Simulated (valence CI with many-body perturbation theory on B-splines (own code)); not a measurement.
Level structure of Te39+

Calculated by valence CI with perturbative core correlation (CI+MBPT): three valence electrons over a frozen Dirac-Fock core [Ne], a basis of 11 s, 11 p, 10 d, 8 f, 5 g, 2 h functions for each j, with the one-electron correlation potential Σ1, the two-electron term Σ2, the three-electron term Σ3, Breit, model QED; selected CI, second order for the rest, scaled by the run's own slope (own B-spline code, finite nucleus).

No measured spectrum was set against this ion. As an estimate, large intervals hold to a few tenths of a per cent, small ones and those within an open d or f shell to about a per cent.

Levels 1 to 45 of 155, with energies above the lowest level, (3s^2 3p1/2) J=1/2. "Leading %" is the weight of the configuration and term that name the level; weights of strongly mixed levels are sums over their largest components and can fall short. In the jj column 3d3/2^4 stands for four electrons in 3d with j = 3/2.

```
No.  Configuration  Term    J  E (Ry)  Leading %                Leading jj      g
  1         3s2 3p   2P°  1/2   0.000         99         3s^2 3p1/2 (99 %)  0.658
  2         3s2 3p   2P°  3/2   5.086         98         3s^2 3p3/2 (98 %)  1.328
  3         3s 3p2    4P  1/2   7.014         68         3s 3p1/2^2 (93 %)  2.334
  4         3s 3p2    4P  3/2  10.916         93     3s 3p1/2 3p3/2 (98 %)  1.675
  5         3s 3p2    2D  5/2  11.687         49     3s 3p1/2 3p3/2 (94 %)  1.386
  6         3s 3p2    2D  3/2  12.772         64     3s 3p1/2 3p3/2 (83 %)  0.921
  7         3s 3p2    2P  1/2  13.379         71     3s 3p1/2 3p3/2 (91 %)  1.171
  8         3s2 3d    2D  5/2  15.903         42         3s 3p3/2^2 (57 %)  1.343
  9         3s2 3d    2D  3/2  15.934         82         3s^2 3d3/2 (82 %)  0.855
 10         3s2 3d    2D  5/2  17.641         54         3s^2 3d5/2 (54 %)  1.254
 11         3s 3p2    2S  1/2  18.499         69         3s 3p3/2^2 (96 %)  1.814
 12         3s 3p2    2P  3/2  18.857         66         3s 3p3/2^2 (92 %)  1.193
 13            3p3   2P°  3/2  19.976         34      3p1/2^2 3p3/2 (79 %)  1.243
 14       3s 3p 3d   4F°  3/2  20.990         80     3s 3p1/2 3d3/2 (91 %)  0.526
 15       3s 3p 3d   4F°  5/2  21.489         56     3s 3p1/2 3d3/2 (88 %)  1.057
 16       3s 3p 3d   4D°  1/2  22.715         71     3s 3p1/2 3d3/2 (93 %)  0.336
 17       3s 3p 3d   4P°  5/2  22.750         32     3s 3p1/2 3d5/2 (91 %)  1.314
 18       3s 3p 3d   4D°  3/2  22.772         49     3s 3p1/2 3d3/2 (74 %)  1.332
 19       3s 3p 3d   4F°  7/2  23.156         61     3s 3p1/2 3d5/2 (89 %)  1.257
 20            3p3   4S°  3/2  23.559         36     3s 3p1/2 3d5/2 (41 %)  1.308
 21       3s 3p 3d   2F°  5/2  23.616         23     3s 3p1/2 3d5/2 (78 %)  1.177
 22            3p3   2D°  5/2  25.199         54      3p1/2 3p3/2^2 (54 %)  1.052
 23            3p3   2D°  3/2  25.700         38      3p1/2 3p3/2^2 (55 %)  1.165
 24            3p3   2P°  1/2  25.736         84      3p1/2 3p3/2^2 (84 %)  0.663
 25       3s 3p 3d   4P°  3/2  26.827         43     3s 3p3/2 3d3/2 (97 %)  1.378
 26       3s 3p 3d   4D°  5/2  26.838         55     3s 3p3/2 3d3/2 (83 %)  1.291
 27       3s 3p 3d   4P°  1/2  26.877         88     3s 3p3/2 3d3/2 (97 %)  2.350
 28       3s 3p 3d   4D°  7/2  26.967         55     3s 3p3/2 3d3/2 (64 %)  1.325
 29       3s 3p 3d   4F°  9/2  26.971        100    3s 3p3/2 3d5/2 (100 %)  1.328
 30       3s 3p 3d   2D°  3/2  27.909         46     3s 3p3/2 3d5/2 (69 %)  1.131
 31       3s 3p 3d   2D°  5/2  28.129         49     3s 3p3/2 3d5/2 (93 %)  1.328
 32       3s 3p 3d   2D°  3/2  28.635         41     3s 3p3/2 3d3/2 (58 %)  1.114
 33       3s 3p 3d   2F°  7/2  28.828         90     3s 3p3/2 3d5/2 (74 %)  1.162
 34       3s 3p 3d   2F°  5/2  29.213         76     3s 3p3/2 3d3/2 (89 %)  0.927
 35       3s 3p 3d   2P°  1/2  29.331         78     3s 3p3/2 3d3/2 (72 %)  0.616
 36       3s 3p 3d   2F°  7/2  29.615         79     3s 3p3/2 3d5/2 (89 %)  1.187
 37         3p2 3d    4F  3/2  29.846         42      3p1/2^2 3d3/2 (97 %)  0.746
 38       3s 3p 3d   2P°  1/2  30.153         84     3s 3p3/2 3d5/2 (70 %)  0.672
 39       3s 3p 3d   2P°  3/2  30.544         83     3s 3p3/2 3d5/2 (94 %)  1.301
 40       3s 3p 3d   2D°  5/2  30.668         65     3s 3p3/2 3d5/2 (86 %)  1.124
 41         3p2 3d    4F  5/2  31.439         26      3p1/2^2 3d5/2 (91 %)  1.188
 42            3p3   2P°  3/2  31.918         38            3p3/2^3 (70 %)  1.180
 43         3p2 3d    2F  5/2  33.771         56  3p1/2 3p3/2 3d3/2 (89 %)  0.923
 44         3p2 3d    4F  3/2  34.154         37  3p1/2 3p3/2 3d3/2 (95 %)  0.952
 45         3p2 3d    4D  1/2  34.291         82  3p1/2 3p3/2 3d3/2 (99 %)  0.154
```

The ionisation energy to 3s2 1S_0 of the next ion comes out as 2789.6 eV (NIST: 2788 ± 4 eV (theoretical)). All 155 levels together are meant to be complete up to 100.334 Ry.
